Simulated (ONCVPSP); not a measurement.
**Which change was made? (Hf, ONCV)**

```json
{
  "Element": "hafnium",
  "Generator": "ONCVPSP 4.0.1",
  "Type": "optimised norm-conserving Vanderbilt (ONCV)",
  "Functional": "PBE",
  "Relativity": "fully relativistic",
  "Frozen core": "[Kr] 4d10 4f14",
  "Valence charge": "12",
  "Reference configuration": "5s2 5p6 5d2 6s2",
  "Partial waves": "5s+6s: rc 1.95 bohr, ncon 3, nbas 7, qcut 5.5 1/bohr, 2 projectors; 5p: rc 1.75 bohr, ncon 4, nbas 7, qcut 7.9 1/bohr, 1 projector; 5d: rc 2.00 bohr, ncon 4, nbas 9, qcut 4.6 1/bohr, 2 projectors, debl 2.4 Ha",
  "Local potential": "polynomial inside 1.40 bohr (lpopt 1, dvloc0 0 Ha)",
  "Core correction": "Teter function, fcfact 4.75, rcfact 1.7"
}
```

Open shells are filled in proportion to 2j + 1.

Cutoffs, loose and tight: the cutoffs (Ha) at which the residual kinetic energy of the hardest occupied pseudo-wave falls to 1 and 0.1 mHa per electron. They do not see the model core or the augmentation charge, which bear on the density cutoff. Test errors are all-electron minus pseudo excitation energies from the reference, over the configurations 5s2 5p6 5d2 6s1; 5s2 5p6 5d2 6s0; 5s2 5p6 5d1 6s0; 5s2 5p6 5d2 6s1.5; variants that change the core or the reference have their own tests. The largest error is taken over the tests solved by every variant that gives reliable tests at all, those not shown here included: 5s2 5p6 5d2 6s0; 5s2 5p6 5d2 6s1; 5s2 5p6 5d2 6s1.5.

The base gives: outcome: generated; cutoff, loose: 20 Ha; cutoff, tight: 54 Ha; bound ghosts: none; GHOST(+) flags above zero: d5/2, d3/2; largest test error (meV): -47.

**Question.** After one change the result is: outcome: generated; cutoff, loose: 17 Ha; cutoff, tight: 54 Ha; bound ghosts: none; GHOST(+) flags above zero: d5/2, d3/2; largest test error (meV): -47. Which change was it?
A. s: qcut 7.2; p: qcut 10.4; d: qcut 6.1
B. p: qcut 7
C. d: rc 1.75, qcut 5.3, nproj 0; local potential the d channel

**Answer.** B. The others give: s: qcut 7.2; p: qcut 10.4; d: qcut 6.1 → outcome: generated; cutoff, loose: 30 Ha; cutoff, tight: 37 Ha; bound ghosts: none; GHOST(+) flags above zero: none; largest test error (meV): -38 | d: rc 1.75, qcut 5.3, nproj 0; local potential the d channel → outcome: generated, misses its reference levels by 0.28 eV; cutoff, loose: 20 Ha; cutoff, tight: 25 Ha; bound ghosts: none; GHOST(+) flags above zero: s; largest test error (meV): -51.
